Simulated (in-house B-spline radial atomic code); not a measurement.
# Ionising the copper ion Cu²⁺ with different functionals

Computed with a B-spline radial code for spherical atoms: four-component Dirac-Coulomb Hamiltonian, Fermi nucleus of rms radius 3.8823 fm, spin-restricted, spherical fractional occupations for the functionals, and exact exchange of hybrids averaged over the configuration. The ionisation energy is the difference of two self-consistent energies, [Ar] 3d9 → [Ar] 3d8, without Breit or QED terms; ε is the level of the shell that loses the electron (mean over j). The electron is taken from both j subshells in proportion to 2j + 1, so the result is a j average, not the step between ground levels.

| method | rung | ΔSCF (eV) | -ε(3d) (eV) |
| --- | --- | --- | --- |
| PBE0 | global hybrid | 38.48 | 32.36 |
| BHandHLYP | global hybrid | 37.98 | 35.17 |
| B97-1 | global hybrid | 38.53 | 31.88 |
| LC-wPBE | range-separated hybrid | 38.85 | 34.93 |

Among the functionals, which spreads more, the ΔSCF values or the orbital energies?

The orbital energies: ΔSCF values span about 0.87 eV and the orbital energies 3.29 eV.

How do they compare with the NIST value?

NIST lists 36.84 eV ± 0.012 (measured, ground level to ground level). Errors run from +1.14 to +2.01 eV. The correlated functionals all miss on the same side by more than they spread, so the cause is common to them (Breit-QED terms, spin polarisation, the choice among j levels, multiplet and fine-structure energies, or a listed next ion that isn't the cheapest removal here) and closeness doesn't rank the functionals.
